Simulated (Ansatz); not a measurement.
Ansatz (a quantum-chemistry and plane-wave program) input (PBE/6-31G* with LANL2DZ past Ar): The .json file joins the Basis Set Exchange's 6-31G* for atoms up to Ar and LANL2DZ past it.

Ansatz 0.2 input:
```yaml
crystal:
  periodic: [false, false, false]
  atoms:
    - {symbol: I, position_ang: [1.84994200, -0.92488100, 0.45833800]}
    - {symbol: C, position_ang: [-0.04363500, -0.13814700, 0.03057900]}
    - {symbol: C, position_ang: [-1.21796300, -0.91520700, 0.09260800]}
    - {symbol: C, position_ang: [-2.40047900, -0.37321700, -0.18763600]}
    - {symbol: Se, position_ang: [-2.10248400, 1.45646800, -0.62578600]}
    - {symbol: C, position_ang: [-0.27376000, 1.15068100, -0.33015100]}
    - {symbol: H, position_ang: [-3.39284800, -0.78990200, -0.19731100]}
    - {symbol: H, position_ang: [0.44539500, 1.94400500, -0.45027800]}
basis:
  gaussian:
    orbitals: 6-31Gs+LANL2DZ.json
hamiltonian:
  xc: {name: PBE}
magnetization: {spin_polarized: true, initial_magnetization: 1}
relax: {f_tol: 0.003, max_steps: 120}
```

From the output:

```
the calculation of the forces begins
reference -4732.91055797 eV, -173.9312549234 hartree; 20, 19 occupied and 60, 61 virtual orbitals, 1021 factors
relax step   1: F+E_penalty+E_count = -4732.91052665 eV  Δ(F+E_penalty+E_count) = +0.000e0 eV  max|allowed force component| = 1.033e0 eV/Å  Δτ_max = 0.0000 Å  (241 SCF iters, accepted)
these checks for a lower state are left out or cut short: starts, cluster_reference, orbital_swaps, neighbouring_geometries, increment
integrals: 0.03 GiB planned
1021 factors; their error is unknown
mean field: 0.25 GiB planned
mean field -4732.96743590 eV, -173.9333451488 hartree, gradient 2.2e-5 eV, S^2 0.757212; 0 other end points of the search recorded, 0 dependent functions left out
the calculation of the forces begins
reference -4732.96746739 eV, -173.9333463062 hartree; 20, 19 occupied and 60, 61 virtual orbitals, 1021 factors
relax step   2: F+E_penalty+E_count = -4732.96743590 eV  Δ(F+E_penalty+E_count) = -5.691e-2 eV  max|allowed force component| = 3.858e-1 eV/Å  Δτ_max = 0.0438 Å  (37 SCF iters, accepted)
these checks for a lower state are left out or cut short: starts, cluster_reference, orbital_swaps, neighbouring_geometries, increment
integrals: 0.03 GiB planned
1021 factors; their error is unknown
mean field: 0.25 GiB planned
mean field -4732.97621670 eV, -173.9336678371 hartree, gradient 1.4e-5 eV, S^2 0.757411; 0 other end points of the search recorded, 0 dependent functions left out
the calculation of the forces begins
reference -4732.97624825 eV, -173.9336689965 hartree; 20, 19 occupied and 60, 61 virtual orbitals, 1021 factors
relax step   3: F+E_penalty+E_count = -4732.97621670 eV  Δ(F+E_penalty+E_count) = -8.781e-3 eV  max|allowed force component| = 1.536e-1 eV/Å  Δτ_max = 0.0187 Å  (38 SCF iters, accepted)
these checks for a lower state are left out or cut short: starts, cluster_reference, orbital_swaps, neighbouring_geometries, increment
integrals: 0.03 GiB planned
1021 factors; their error is unknown
mean field: 0.25 GiB planned
mean field evaluation 96: about -4732.9770 eV, gradient 1.2e-5 eV
mean field -4732.97697971 eV, -173.9336958775 hartree, gradient 1.2e-5 eV, S^2 0.757437; 0 other end points of the search recorded, 0 dependent functions left out
the calculation of the forces begins
reference -4732.97701127 eV, -173.9336970371 hartree; 20, 19 occupied and 60, 61 virtual orbitals, 1021 factors
relax step   4: F+E_penalty+E_count = -4732.97697971 eV  Δ(F+E_penalty+E_count) = -7.630e-4 eV  max|allowed force component| = 7.932e-2 eV/Å  Δτ_max = 0.0046 Å  (38 SCF iters, accepted)
these checks for a lower state are left out or cut short: starts, cluster_reference, orbital_swaps, neighbouring_geometries, increment
integrals: 0.03 GiB planned
1021 factors; their error is unknown
mean field: 0.25 GiB planned
mean field -4732.97722002 eV, -173.9337047085 hartree, gradient 1.2e-5 eV, S^2 0.757428; 0 other end points of the search recorded, 0 dependent functions left out
the calculation of the forces begins
reference -4732.97725159 eV, -173.9337058686 hartree; 20, 19 occupied and 60, 61 virtual orbitals, 1021 factors
relax step   5: F+E_penalty+E_count = -4732.97722002 eV  Δ(F+E_penalty+E_count) = -2.403e-4 eV  max|allowed force component| = 1.921e-2 eV/Å  Δτ_max = 0.0031 Å  (39 SCF iters, accepted)
these checks for a lower state are left out or cut short: starts, cluster_reference, orbital_swaps, neighbouring_geometries, increment
integrals: 0.03 GiB planned
1021 factors; their error is unknown
mean field: 0.25 GiB planned
mean field -4732.97722960 eV, -173.9337050605 hartree, gradient 8.5e-5 eV, S^2 0.757420; 0 other end points of the search recorded, 0 dependent functions left out
the calculation of the forces begins
reference -4732.97726116 eV, -173.9337062205 hartree; 20, 19 occupied and 60, 61 virtual orbitals, 1021 factors
relax step   6: F+E_penalty+E_count = -4732.97722960 eV  Δ(F+E_penalty+E_count) = -9.579e-6 eV  max|allowed force component| = 1.278e-2 eV/Å  Δτ_max = 0.0010 Å  (27 SCF iters, accepted)
these checks for a lower state are left out or cut short: starts, cluster_reference, orbital_swaps, neighbouring_geometries, increment
integrals: 0.03 GiB planned
1021 factors; their error is unknown
mean field: 0.25 GiB planned
mean field -4732.97723528 eV, -173.9337052695 hartree, gradient 2.9e-5 eV, S^2 0.757423; 0 other end points of the search recorded, 0 dependent functions left out
the calculation of the forces begins
reference -4732.97726685 eV, -173.9337064296 hartree; 20, 19 occupied and 60, 61 virtual orbitals, 1021 factors
relax step   7: F+E_penalty+E_count = -4732.97723528 eV  Δ(F+E_penalty+E_count) = -5.687e-6 eV  max|allowed force component| = 1.202e-3 eV/Å  Δτ_max = 0.0004 Å  (25 SCF iters, accepted)
integrals: 0.03 GiB planned
1021 factors; their error is unknown
mean field: 0.25 GiB planned
mean field evaluation 128: about -4733.0481 eV, gradient 8.9e-2 eV
mean field evaluation 160: about -4731.1300 eV, gradient 5.5e-1 eV
mean field -4732.97723528 eV, -173.9337052695 hartree, gradient 2.9e-5 eV, S^2 0.757423; 6 other end points of the search recorded, 0 dependent functions left out
the calculation of the forces begins
reference -4732.97726685 eV, -173.9337064296 hartree; 20, 19 occupied and 60, 61 virtual orbitals, 1021 factors
Total energy: -4732.97726685 eV, -173.9337064296 hartree
Atom 0 at     1.884791    -0.943031     0.467160 Å, force     0.000067    -0.000114     0.000037 eV/Å
Atom 1 at    -0.042054    -0.141550     0.031647 Å, force    -0.000000     0.000282    -0.000073 eV/Å
Atom 2 at    -1.217409    -0.927591     0.095878 Å, force    -0.000752    -0.000758     0.000107 eV/Å
Atom 3 at    -2.414980    -0.391552    -0.184608 Å, force     0.001065    -0.000274     0.000197 eV/Å
Atom 4 at    -2.129185     1.491783    -0.638085 Å, force     0.000357     0.000106     0.000015 eV/Å
Atom 5 at    -0.259618     1.160795    -0.331094 Å, force    -0.000269     0.001202    -0.000343 eV/Å
Atom 6 at    -3.421611    -0.804832    -0.196854 Å, force    -0.000365     0.000022    -0.000049 eV/Å
Atom 7 at     0.464233     1.965776    -0.453681 Å, force    -0.000105    -0.000467     0.000108 eV/Å
Dipole moment:    -0.211684     0.200784    -0.077015 e Å
```

The geometry given is a B3LYP-D3(BJ)/def2-TZVP minimum.
